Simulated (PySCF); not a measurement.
## Te²⁺ (tellurium, charge +2) across methods

[Kr] 4d10 5s2 5p1 6s1, high-spin 3P determinant (an excited configuration). All numbers are calculated (PySCF 2.14, a scalar-relativistic core potential, in aug-cc-pVQZ-PP with one added diffuse shell each of s, p, d, f, g type with ECP28MDF (8s8p6d4f3g, 117 functions)).

| method | E (hartree) | mean ε 5s β (eV) | mean ε 5p α (eV) | mean ε 6s α (eV) | Σ⟨r²⟩ (bohr²) | ⟨S²⟩ |
| --- | --- | --- | --- | --- | --- | --- |
| LDA | -266.0897 | -36.094 | -25.741 | -12.688 | 51.59 | 2.001 |
| r2SCAN | -266.5836 | -35.819 | -26.110 | -12.586 | 52.16 | 2.003 |
| PBE | -266.4979 | -35.596 | -25.655 | -12.628 | 51.92 | 2.001 |
| PBE0 | -266.5076 | -36.643 | -26.944 | -13.081 | 52.19 | 2.002 |
| UHF | -265.56964 | -38.590 | -30.044 | -14.003 | 53.49 | 2.007 |

Energies and moments cover only the electrons outside the core potential. The outer electron is Rydberg-like, and this basis confines it to a smaller radius and binds it less than a complete one would.
